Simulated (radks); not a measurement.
Species: Br10+. Configuration: [Ar] 3d(3/2: 3, 5/2: 4). Calculated with a radial shooting solver on a logarithmic mesh with Libxc functionals: Dirac Kohn-Sham, relativistic LDA (MacDonald-Vosko exchange, VWN5 correlation), spin-unpolarised, spherical densities, finite nucleus; Fermi nuclear charge, rms radius 4.1629 fm.

Unscreened Slater integrals over Kohn-Sham orbitals (eV). Large and small components are both included.

| integral | value |
|---|---|
| F0(3d5/2,3d5/2) | 47.158 |
| F2(3d5/2,3d5/2) | 23.226 |
| F4(3d5/2,3d5/2) | 14.754 |
| F0(3d5/2,3d3/2) | 47.283 |
| F2(3d5/2,3d3/2) | 23.274 |
| G2(3d5/2,3d3/2) | 23.219 |
| G4(3d5/2,3d3/2) | 14.749 |
| F0(3d5/2,3p3/2) | 45.948 |
| F2(3d5/2,3p3/2) | 22.282 |
| G1(3d5/2,3p3/2) | 26.239 |
| G3(3d5/2,3p3/2) | 16.611 |
| F0(3d5/2,3p1/2) | 46.359 |
| G3(3d5/2,3p1/2) | 16.848 |
| F0(3d3/2,3d3/2) | 47.410 |
| F2(3d3/2,3d3/2) | 23.323 |
| F0(3d3/2,3p3/2) | 46.058 |
| F2(3d3/2,3p3/2) | 22.298 |
| G1(3d3/2,3p3/2) | 26.204 |
| G3(3d3/2,3p3/2) | 16.591 |
| F0(3d3/2,3p1/2) | 46.473 |
| G1(3d3/2,3p1/2) | 26.711 |
| F0(3p3/2,3p3/2) | 45.377 |
| F2(3p3/2,3p3/2) | 22.864 |
| F0(3p3/2,3p1/2) | 45.750 |
| G2(3p3/2,3p1/2) | 22.995 |
| F0(3p1/2,3p1/2) | 46.135 |
